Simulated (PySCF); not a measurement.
Isomers of C4H12F2Si3, mass 182.021 u with the commonest isotopes. Computed with PBE0/pcSseg-1 in PySCF (dipole) on a GFN2-xTB geometry, gas phase. One conformer each, none proved a minimum here; rigid rotors.

Problem. Order these by dipole moment, smallest first.
A. `[CH3:1][CH2:2][C:3]([F:4])([F:5])[Si@@H:6]1[CH2:7][SiH2:8][SiH2:9]1` with C1–C2–C3–F4 179°, C2–C3–Si6–C7 -89°, C3–Si6–C7–Si8 -101°, Si6–C7–Si8–Si9 -8°, C7–Si8–Si9–Si6 6°, C3–Si6–Si9–Si8 102°
B. `[CH3:1][CH2:2][CH2:3][C@:4]1([F:5])[SiH2:6][Si@H:7]([F:8])[SiH2:9]1` with C1–C2–C3–C4 178°, C2–C3–C4–F5 62°, C3–C4–Si6–Si7 -146°, C4–Si6–Si7–F8 125°, Si6–Si7–Si9–C4 -12°, C3–C4–Si9–Si7 147°
C. `[F:1][CH:2]([F:3])[Si@@H:4]1[CH2:5][C@H:6]([CH2:7][SiH3:8])[SiH2:9]1` with F1–C2–Si4–C5 -179°, C5–C6–C7–Si8 61°, C2–Si4–C5–C6 -131°, Si4–C5–C6–C7 145°, C5–C6–Si9–Si4 -15°, C2–Si4–Si9–C6 120°

Solution. B (1.06 D), C (1.87 D), A (2.21 D).

Problem. Order these by radius of gyration √(Σ m r²/M), smallest first.
A. `[F:1][CH:2]([F:3])[Si@@H:4]1[CH2:5][C@H:6]([CH2:7][SiH3:8])[SiH2:9]1` with F1–C2–Si4–C5 -179°, C5–C6–C7–Si8 61°, C2–Si4–C5–C6 -131°, Si4–C5–C6–C7 145°, C5–C6–Si9–Si4 -15°, C2–Si4–Si9–C6 120°
B. `[CH3:1][CH2:2][C:3]([F:4])([F:5])[Si@@H:6]1[CH2:7][SiH2:8][SiH2:9]1` with C1–C2–C3–F4 179°, C2–C3–Si6–C7 -89°, C3–Si6–C7–Si8 -101°, Si6–C7–Si8–Si9 -8°, C7–Si8–Si9–Si6 6°, C3–Si6–Si9–Si8 102°
C. `[CH3:1][CH2:2][CH2:3][C@:4]1([F:5])[SiH2:6][Si@H:7]([F:8])[SiH2:9]1` with C1–C2–C3–C4 178°, C2–C3–C4–F5 62°, C3–C4–Si6–Si7 -146°, C4–Si6–Si7–F8 125°, Si6–Si7–Si9–C4 -12°, C3–C4–Si9–Si7 147°

Solution. B (2.307 Å), C (2.504 Å), A (2.715 Å).

Problem. Order these by out-of-plane moment Σ m c² = (Ia + Ib − Ic)/2, smallest first.
A. `[F:1][CH:2]([F:3])[Si@@H:4]1[CH2:5][C@H:6]([CH2:7][SiH3:8])[SiH2:9]1` with F1–C2–Si4–C5 -179°, C5–C6–C7–Si8 61°, C2–Si4–C5–C6 -131°, Si4–C5–C6–C7 145°, C5–C6–Si9–Si4 -15°, C2–Si4–Si9–C6 120°
B. `[CH3:1][CH2:2][C:3]([F:4])([F:5])[Si@@H:6]1[CH2:7][SiH2:8][SiH2:9]1` with C1–C2–C3–F4 179°, C2–C3–Si6–C7 -89°, C3–Si6–C7–Si8 -101°, Si6–C7–Si8–Si9 -8°, C7–Si8–Si9–Si6 6°, C3–Si6–Si9–Si8 102°
C. `[CH3:1][CH2:2][CH2:3][C@:4]1([F:5])[SiH2:6][Si@H:7]([F:8])[SiH2:9]1` with C1–C2–C3–C4 178°, C2–C3–C4–F5 62°, C3–C4–Si6–Si7 -146°, C4–Si6–Si7–F8 125°, Si6–Si7–Si9–C4 -12°, C3–C4–Si9–Si7 147°

Solution. A (92.80 u·Å²), C (100.16 u·Å²), B (100.60 u·Å²).

```json
{"SMILES": "CCC[C@]1(F)[SiH2][Si@H](F)[SiH2]1", "point group": "C1", "Ia (u·Å²)": "278.74", "Ib (u·Å²)": "962.88", "Ic (u·Å²)": "1041.29", "κ": "-0.94", "μa (D)": "0.99", "μb (D)": "0.01", "μc (D)": "0.37"}
{"SMILES": "CCC(F)(F)[Si@@H]1C[SiH2][SiH2]1", "point group": "C1", "Ia (u·Å²)": "329.87", "Ib (u·Å²)": "739.89", "Ic (u·Å²)": "868.56", "κ": "-0.79", "μa (D)": "0.23", "μb (D)": "1.56", "μc (D)": "1.55"}
{"SMILES": "FC(F)[Si@@H]1C[C@H](C[SiH3])[SiH2]1", "point group": "C1", "Ia (u·Å²)": "275.12", "Ib (u·Å²)": "1159.11", "Ic (u·Å²)": "1248.62", "κ": "-0.96", "μa (D)": "1.54", "μb (D)": "0.05", "μc (D)": "1.07"}
```
